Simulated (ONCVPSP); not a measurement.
**An all-electron radial function and its pseudo partner (Si)**

Columns: radius, all-electron u(r) and pseudo u(r) of the 2p shell (level -95.56 eV) of silicon in the configuration [He] 2s2 2p6 3s2 3p2; Wu-Cohen, scalar-relativistic, ONCV scheme, ONCVPSP 4.0.1.

```csv
r (bohr),all-electron,pseudo
0.050,0.1551,0.0569
0.100,0.4467,0.2174
0.150,0.7362,0.4522
0.200,0.9722,0.7209
0.250,1.1417,0.9807
0.300,1.2473,1.1943
0.350,1.2995,1.3396
0.400,1.3086,1.4079
0.450,1.2862,1.4075
0.500,1.2408,1.3533
0.550,1.1801,1.2660
0.600,1.1099,1.1641
0.650,1.0344,1.0617
0.700,0.9569,0.9670
0.750,0.8797,0.8819
0.800,0.8046,0.8046
0.850,0.7325,0.7324
0.900,0.6644,0.6642
0.950,0.6005,0.6004
1.000,0.5413,0.5412
1.050,0.4867,0.4866
1.100,0.4367,0.4366
1.150,0.3911,0.3910
1.200,0.3498,0.3497
1.250,0.3123,0.3123
1.300,0.2787,0.2786
```

Q: How many radial nodes do the two functions have?

A: The all-electron 2p function has n − l − 1 = 0; the pseudo-wave has 0.

Q: At about which radius was the pseudo-wave matched?

A: 0.85 bohr, where the columns begin to agree (steps of 0.05 bohr).

Q: Where does each function peak?

A: Outermost all-electron maximum near 0.40 bohr, pseudo maximum near 0.40 bohr (to the table’s step).

Q: Is the pseudo-wave norm-conserving?

A: Yes: the ONCV scheme keeps the norm inside the radius equal to the all-electron one, which fixes the energy derivative of the logarithmic derivative at the level.
